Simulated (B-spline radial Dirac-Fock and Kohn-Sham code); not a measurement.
# Elastic scattering of 50 keV electrons by atomic osmium

These are calculated numbers from a radial finite-basis atomic code; the model is relativistic (Dirac) partial waves in the static field of the Dirac-Fock atom with Furness-McCarthy exchange, without polarisation or absorption potentials.

```
θ (°)  dσ/dΩ (a₀²/sr)  Sherman function
    0             483             0.000
    1             199             0.000
    2            59.2             0.000
    3            22.7             0.000
    5            5.56             0.000
    7            2.01             0.000
   10           0.651             0.000
   15           0.177             0.001
   20          0.0666             0.005
   25          0.0311             0.012
   30          0.0169             0.021
   40         0.00657             0.035
   50         0.00324             0.028
   60         0.00188            -0.010
   70         0.00123            -0.072
   80        0.000875            -0.148
   90        0.000664            -0.222
  100        0.000531            -0.282
  110        0.000444            -0.320
  120        0.000386            -0.332
  130        0.000346            -0.318
  140        0.000319            -0.280
  150        0.000301            -0.225
  160        0.000290            -0.157
  170        0.000283            -0.080
  180        0.000281             0.000
```

The total elastic cross section is 1.16 a₀², the first transport cross section 0.0140 a₀² and the second, weighted with (3/2) sin²θ, 0.0293 a₀². The mean deflection is ⟨1 − cos θ⟩ = 0.0121, and 0.22 % of the collisions scatter beyond 90°.

Phase shifts modulo π (rad) for κ = −1 to −5: 1.431, 0.199, -0.471, -0.909, -1.225.
